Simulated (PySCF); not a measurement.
Isomers of C3H7NOSi, one conformer each. Computed, not measured: core-valence-separated Tamm–Dancoff BHandHLYP/aug-pcX-1 (pcseg-1 on H, def2-SVPD on Si) in PySCF, non-relativistic, gas phase, PBE0-D3(BJ)/def2-SVP geometry. Absolute energies from this functional tend to lie a few eV below measured edges; no shift was applied.

P. `C([Si@H](OC)C)#N`
Q. `C=C[SiH2]C(N)=O`

Main lines, eV (oscillator strength):
1. C K: 282.9 (0.049), 283.0 (0.052), 285.6 (0.006), 286.0 (0.030), 286.2 (0.031); N K: 396.7 (0.063), 396.8 (0.062); O K: 532.5 (0.011), 533.7 (0.004), 534.0 (0.019), 534.3 (0.010), 534.6 (0.015)
2. C K: 282.1 (0.052), 282.2 (0.066), 284.3 (0.078), 285.7 (0.013), 286.1 (0.009); N K: 399.5 (0.025), 400.2 (0.012), 401.0 (0.026), 401.5 (0.011), 402.4 (0.005); O K: 529.2 (0.042), 532.7 (0.006)
Listed: the first five lines at most of each edge with a tenth or more of its strongest line's intensity; roots within 0.03 eV on the same or equivalent atoms are summed. Only the lowest roots were sought, and the top ones are left out.

Question: Which spectrum belongs to which isomer?

Answer: 1 = P, 2 = Q.
- P: first C line listed at 282.9 eV, hole on the cyano carbon (1s→π*); first N line listed at 396.7 eV, hole on the cyano nitrogen (1s→π*); first O line listed at 532.5 eV, hole on the silyl ether oxygen.
- Q: first C line listed at 282.1 eV, hole on the alkene CH carbon (1s→π*); first N line listed at 399.5 eV, hole on the nitrogen bound to a carbonyl carbon; first O line listed at 529.2 eV, hole on the carbonyl oxygen (1s→π*).

Question: What are the ground-state energies of the isomers at BHandHLYP/aug-pcX-1 (pcseg-1 on H, def2-SVPD on Si), relative to the lowest?

Answer: P 0.0, Q 132.8 kJ/mol (electronic energies on these geometries, no dispersion or zero-point terms).
